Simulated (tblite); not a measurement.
C4H12N2Si.
Z-matrix (Å and degrees, GFN2-xTB geometry), rows numbered from 1:
```
C 
N   1  1.4569
C   2  1.4558  1  112.79
C   3  1.5451  2  105.86  1    85.03
C   4  1.5373  3  102.74  2    20.62
N   2  1.4122  1  112.68  3   115.29
Si  6  1.7107  2  121.14  1    83.19
H   1  1.0975  2  113.72  3   -53.32
H   1  1.0882  2  108.03  3  -174.37
H   1  1.0887  2  108.23  3    68.04
H   3  1.0888  2  111.06  1   -38.26
H   3  1.0926  2  107.30  1  -157.46
H   4  1.0875  3  111.31  2   140.68
H   4  1.0896  3  111.05  2   -98.38
H   5  1.0987  4  111.18  3  -118.11
H   5  1.0907  4  112.90  3   120.39
H   7  1.4642  6  105.04  2   157.28
H   7  1.4779  6  115.02  2   -84.63
H   7  1.4571  6  104.87  2    35.81
```

Computed values, GFN2-xTB/tblite, gas phase, harmonic and unscaled. Errors from tens to a few hundred cm⁻¹ against measured bands are possible. Modes of hydrogen on silicon can be 10 to 20 % off. One conformer, not necessarily the lowest.

Harmonic wavenumbers (cm⁻¹): 74.7, 120.8, 127.1, 189.4, 195.5, 202.4, 382.2, 445.2, 487.5, 560.2, 598.9, 671.8, 727.0, 780.5, 813.7, 817.1, 838.6, 910.4, 938.8, 966.5, 1017.7, 1050.1, 1081.8, 1109.4, 1122.7, 1162.2, 1183.6, 1196.7, 1226.4, 1249.9, 1278.4, 1290.9, 1301.1, 1398.2, 1468.5, 1479.3, 1488.2, 1493.1, 1508.5, 2122.1, 2244.3, 2310.1, 2862.6, 2897.5, 2966.2, 2978.5, 2997.6, 3008.9, 3018.6, 3023.6, 3031.5.

A = 3487, B = 1762, C = 1407 MHz; mass 116.077 u (most abundant isotopes); point group C1, symmetry number 1.

Q: Zero-point energy?

A: Half the sum of the wavenumbers: 34208 cm⁻¹ = 409.22 kJ/mol.

Q: Give the ideal-gas entropy at 298.15 K and 1 bar in the rigid-rotor, harmonic-oscillator model (classical rotation).

A: Translation 168.15, rotation 117.19, vibration 94.63: S = 380.0 J/(mol K).

Q: And Cp and H(298.15 K) − H(0)?

A: Cp = 145.02 J/(mol K), of which vibrations give 111.76 (their classical limit is 51 R = 424.0); H(298.15 K) − H(0) = 25.66 kJ/mol without the zero-point energy, 15.74 from vibrations.

Q: Blend soft modes into free rotors: weight 1/[1 + (100 cm⁻¹/ν̃)⁴] for the oscillator and the rest for a rotor with moment μB/(μ + B), μ = h/(8π²ν), B = 10⁻⁴⁴ kg m². What vibrational entropy results?

A: 90.87 J/(mol K) in place of 94.63, which changes −T·S at 298.15 K by +1.12 kJ/mol.

Q: What must be added to the electronic energy to get the Gibbs energy at 298.15 K and 1 bar?

A: ZPE + [H(298.15 K) − H(0)] − T·S = 409.22 + 25.66 − 113.29 = 321.59 kJ/mol.

Q: Which modes carry the vibrational entropy at 298.15 K?

A: 74.7 cm⁻¹: 16.84; 120.8 cm⁻¹: 12.92; 127.1 cm⁻¹: 12.51; 189.4 cm⁻¹: 9.35; 195.5 cm⁻¹: 9.10; 202.4 cm⁻¹: 8.83 J/(mol K); the other 45 give 25.09 together.

Q: How do the functions run with temperature in this model?

A: 
| T (K) | S (J/(mol K)) | Cp (J/(mol K)) | H − H(0) (kJ/mol) | G − H(0) (kJ/mol) | ln q(vib) |
| --- | --- | --- | --- | --- | --- |
| 100 | 272.6 | 69.4 | 4.87 | -22.39 | 0.98 |
| 200 | 331.0 | 103.8 | 13.49 | -52.71 | 2.98 |
| 300 | 380.9 | 145.8 | 25.93 | -88.33 | 5.07 |
| 500 | 475.0 | 226.3 | 63.48 | -174.04 | 9.48 |
| 800 | 600.3 | 306.0 | 144.39 | -335.87 | 16.23 |
| 1000 | 672.5 | 340.4 | 209.21 | -463.29 | 20.56 |

q(vib) and H(0) count from the zero-point level.

Hindered rotation and anharmonicity are outside this model. Other conformers, if any are populated, would add a mixing term that is left out. The structure is chiral; the term R ln 2 for an equal mix with its mirror image is left out.
